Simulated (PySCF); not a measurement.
Löwdin shares of the frontier orbitals

Species: C7H7FO.
Atom-mapped SMILES: `[OH:1][CH2:2][c:3]1[cH:4][cH:5][cH:6][cH:7][c:8]1[F:9]` (hydrogens: H10 on O1; H11, H12 on C2; H13 on C4; H14 on C5; H15 on C6; H16 on C7)

Structure used (GFN2-xTB), in Å, numbered top down from 1:
```xyz
16
C7H7FO angstrom
O      2.7192   -0.8682   -0.3532
C      2.0252    0.1730    0.2853
C      0.5252    0.0795    0.1450
C     -0.1060   -1.1195   -0.1563
C     -1.4829   -1.1861   -0.2800
C     -2.2553   -0.0512   -0.1034
C     -1.6504    1.1564    0.2014
C     -0.2754    1.2011    0.3213
F      0.3125    2.3849    0.6143
H      2.5292   -0.8356   -1.2976
H      2.2934    0.0974    1.3451
H      2.3651    1.1543   -0.0771
H      0.5004   -2.0037   -0.2862
H     -1.9532   -2.1290   -0.5131
H     -3.3285   -0.1016   -0.2026
H     -2.2260    2.0571    0.3457
```

Method used: PySCF 2.14.0, density-fitted response routines, TDDFT wB97X-D/def2-SVPD, vertical, gas phase, core orbitals frozen in the response.

Kohn–Sham orbitals with the atoms that hold most of them (Löwdin shares over 4%, at most four atoms; ? is withheld):

| orbital | ε (eV) | atoms |
| --- | --- | --- |
| LUMO+2 | 2.22 | O1 21%, C2 16%, H10 14%, C4 10% |
| LUMO+1 | 1.43 | C5 21%, C8 20%, C6 12%, C4 11% |
| LUMO | 1.17 | C4 18%, C6 18%, C7 18%, C3 17% |
| HOMO | -9.03 | ? |
| HOMO-1 | -9.36 | ? |
| HOMO-2 | -10.39 | O1 59%, C2 12%, C3 9%, H12 5% |
| HOMO-3 | -11.61 | O1 31%, C2 14%, C3 8%, C8 7% |

**Question.** Which atoms hold the HOMO-1, and with what shares?

**Answer.** C4 (bonded to 2 C and H) 24%; C7 (bonded to 2 C and H) 24%; C6 (bonded to 2 C and H) 12%; C3 (bonded to 3 C) 11%.

**Question.** Give the leading atoms of the HOMO.

**Answer.** C5 (bonded to 2 C and H) 19%; C8 (bonded to 2 C and F) 19%; C3 (bonded to 3 C) 16%; C6 (bonded to 2 C and H) 15%.

**Question.** The HOMO–LUMO gap is 10.20 eV. Where does the response calculation put the lowest singlet, and from which orbitals?

**Answer.** S1 is at 5.46 eV (f = 0.011), 4.73 eV below the gap, made of HOMO→LUMO (57%), HOMO-1→LUMO+1 (28%). Without the coupling terms of the response equations the lowest excitation would equal the gap.

Next come S2 at 6.19 eV (f 0.017), HOMO→LUMO+1 (44%), HOMO-1→LUMO (41%), HOMO→LUMO (10%); S3 at 7.02 eV (f 0.488), HOMO-1→LUMO+1 (35%), HOMO→LUMO (17%), HOMO→LUMO+1 (14%); S4 at 7.05 eV (f 0.468), HOMO-1→LUMO (33%), HOMO→LUMO+1 (30%), HOMO-1→LUMO+1 (19%); S5 at 7.29 eV (f 0.105), HOMO→LUMO+2 (58%), HOMO-1→LUMO+1 (8%).

One conformer stands for the species.
